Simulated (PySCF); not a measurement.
A PySCF script (with the pyscf-properties extension) for the NMR shieldings of `CO[C@H](F)[SiH2][SiH2]F`, C2H8F2OSi2, on a GFN2-xTB geometry:

```python
import basis_set_exchange as bse
import numpy as np
from pyscf import gto, dft
from pyscf.prop import nmr

atoms = """
C    -2.244446    0.644478   -0.919917
O    -0.914207    0.193929   -0.732505
C    -0.728028   -0.687850    0.307556
F    -0.958995   -0.035629    1.523840
Si    1.121033   -1.199679    0.179590
Si    2.262961    0.795122    0.002737
F     3.828422    0.394504   -0.106863
H    -2.915784   -0.203894   -1.092568
H    -2.231024    1.289620   -1.795296
H    -2.589969    1.207999   -0.049042
H    -1.464123   -1.506021    0.296618
H     1.164691   -2.104671   -0.978699
H     1.382411   -2.030606    1.365342
H     2.046633    1.581549   -1.207708
H     2.236011    1.669138    1.173693
"""
names = dict.fromkeys(["C", "O", "F", "Si", "H"], "pcSseg-1")
basis = {el: gto.basis.parse(bse.get_basis(n, elements=[el], fmt="nwchem")) for el, n in names.items()}
mol = gto.M(atom=atoms, basis=basis, charge=0, verbose=0)
mf = dft.RKS(mol, xc="PBE0")
mf.grids.level = 2
mf.grids.alignment = dft.numint.BLKSIZE   # the property module wants whole blocks of grid points
mf.conv_tol = 1e-9
mf.kernel()

calc = nmr.RKS(mf)   # GIAO
C = mf.mo_coeff
Co = C[:, mf.mo_occ > 0]
resp = mf.gen_response(singlet=True, hermi=2)
def vind(x):   # induced exchange potential for any number of trial vectors
    d = np.einsum("pi,xij,qj->xpq", C, 2 * x.reshape(-1, C.shape[1], Co.shape[1]), Co, optimize=True)
    return np.einsum("xpq,pi,qj->xij", resp(d - d.transpose(0, 2, 1)), C, Co, optimize=True).ravel()
mo1, _ = nmr.rhf.solve_mo1(calc, with_cphf=vind)
sigma = calc.kernel(mo1)
for i, s in enumerate(sigma):   # ppm
    w = np.linalg.eigvalsh((s + s.T) / 2)
    print("%2d %-2s iso %8.1f  s11 %8.1f  s22 %8.1f  s33 %8.1f" % (i, mol.atom_pure_symbol(i), w.mean(), *w))
```

Q: What are the results?

A: 
```
 0 C  iso    127.2  s11     86.7  s22    110.5  s33    184.3
 1 O  iso    247.0  s11    181.6  s22    270.0  s33    289.3
 2 C  iso     67.4  s11     43.3  s22     69.2  s33     89.7
 3 F  iso    335.5  s11    230.1  s22    345.1  s33    431.2
 4 Si iso    425.5  s11    402.1  s22    414.2  s33    460.1
 5 Si iso    338.7  s11    260.9  s22    311.5  s33    443.6
 6 F  iso    431.9  s11    374.1  s22    447.0  s33    474.6
 7 H  iso     28.6  s11     24.9  s22     26.2  s33     34.6
 8 H  iso     27.9  s11     23.8  s22     25.9  s33     34.0
 9 H  iso     27.7  s11     23.2  s22     26.0  s33     33.7
10 H  iso     26.0  s11     24.0  s22     25.9  s33     28.1
11 H  iso     27.7  s11     24.6  s22     25.8  s33     32.7
12 H  iso     27.7  s11     24.5  s22     25.6  s33     32.9
13 H  iso     25.9  s11     22.0  s22     26.3  s33     29.4
14 H  iso     25.9  s11     22.3  s22     25.9  s33     29.4
```

These numbers come from an equivalent density-fitted implementation of the same equations, which agrees with the script to about 0.01 ppm for H and up to a few tenths of a ppm for heavy atoms, so last digits may differ.

Q: Turn these shieldings into chemical shifts. Referencing at the same level of theory: $^{13}$C (σ = 186.93 ppm), $^{29}$Si (σ = 349.16 ppm), $^{1}$H (σ = 31.72 ppm) vs TMS; $^{17}$O (σ = 336.08 ppm) vs H2O; CFCl3 for $^{19}$F (σ = 170.95 ppm).

A: Averaging equivalent atoms: C 2: 119.5; C 0: 59.8; O 1: 89.1; F 3: -164.5; F 6: -261.0; Si 5: 10.5; Si 4: -76.3; H 14: 5.82; H 13: 5.80; H 10: 5.71; H 12: 4.05; H 11: 3.99; H 7/8/9: 3.68 ppm. Unscaled 19F shifts against computed CFCl3 carry errors that often reach 10 to 50 ppm. Experimental scales use liquid or dissolved standards, which lie at an offset from isolated H2O (liquid H2O: subtract about 36 ppm).

Size and cost of the density-fitted run: 173 basis functions, 51 s wall time on 1 thread of an Arm Neoverse N1, shared host; peak memory 0.78 GiB.
